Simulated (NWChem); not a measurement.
# Correlation energy of GaO

```
Ga
O 1 1.7120
```
Charge 0, spin multiplicity 2.

The numbers come from NWChem runs, not from measurements. All single points use one geometry, from UPBE/def2-SVP, a minimum by its harmonic frequencies.

Basis set: def2-SVP. Each correlation energy counts from its own Hartree-Fock reference.

| method | correlation energy (mHa) | remark |
|---|---|---|
| CCSD(T) on ROHF | -388.8 | large amplitudes |
| SCS-UMP2 | -326.5 | - |
| CCSD on UHF | -365.1 | large amplitudes |
| CCSD on ROHF | -373.3 | large amplitudes |
| CCSD[T] on ROHF | -395.1 | large amplitudes |
| CCSD[T] on UHF | -385.3 | large amplitudes |
| UMP2 | -348.3 | - |
| CCSD(T) on UHF | -379.8 | large amplitudes |

The values span 68.5 mHa, from CCSD[T] on ROHF (lowest) to SCS-UMP2 (highest). 

The Hamiltonian is non-relativistic. The correlated methods keep 10 core orbitals frozen. The structure started from a generated list of species. The unpaired electrons of the parent sit in orbitals of symmetry a1 (C2v labels of the run); other states weren't searched. The stability of the SCF solutions was not checked. Open-shell Hartree-Fock references start from PBE0 orbitals. Coupled-cluster values serve here as a point of comparison, not as the truth.
